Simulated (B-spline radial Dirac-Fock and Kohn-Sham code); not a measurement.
# How the levels of barium move as electrons are removed

Model: relaxed Dirac-Fock hole states (ΔSCF) with Breit and QED corrections and a finite nucleus. Program: an atomic code on a B-spline grid. Each ion is free and in its tabulated ground configuration. No correlation.

Reference: Ba, [Xe] 6s2, with 1s 37447.0 eV, 3p1/2 1148.9 eV, 3d5/2 789.6 eV, 4p1/2 213.4 eV, 4d5/2 98.02 eV, Kα1 (K-L3) 32190.7 eV, Kβ1 (K-M3) 36372.5 eV, Lα1 (L3-M5) 4466.7 eV. Shifts from it, in eV (a dash: the subshell is empty, belongs to an open shell averaged over j, or its hole state is left out as unreliable):

```tsv
ion	configuration	1s	3p1/2	3d5/2	4p1/2	4d5/2	Kα1	Kβ1	Lα1
Ba⁺	[Xe] 6s1	+6.2	+6.2	+6.2	+6.2	+6.1	0.00	+0.01	+0.01
Ba²⁺	[Kr] 4d10 5s2 5p6	+13.5	+13.4	+13.4	+13.3	+13.3	+0.03	+0.07	+0.03
Ba³⁺	[Kr] 4d10 5s2 5p5	+27.8	+27.4	+27.4	+26.9	+26.8	+0.21	+0.43	+0.18
Ba⁴⁺	[Kr] 4d10 5s2 5p4	?	?	?	?	?	?	?	?
Ba⁵⁺	[Kr] 4d10 5s2 5p3	+59.3	+57.8	+58.0	–	+56.2	+0.74	+1.48	+0.57
```

Problem. Give the missing shifts for Ba⁴⁺.

Solution. 1s +43.1, 3p1/2 +42.2, 3d5/2 +42.3, 4p1/2 +41.4, 4d5/2 +41.2, Kα1 +0.47, Kβ1 +0.93, Lα1 +0.34 (eV).

Over this range K (1s) moves by +59.3 eV and Kα1 by +0.7 eV: a line is a difference of two levels that shift in the same direction.

Values without a named source are computed, but for edge energies of neutral atoms, which are taken from tables.
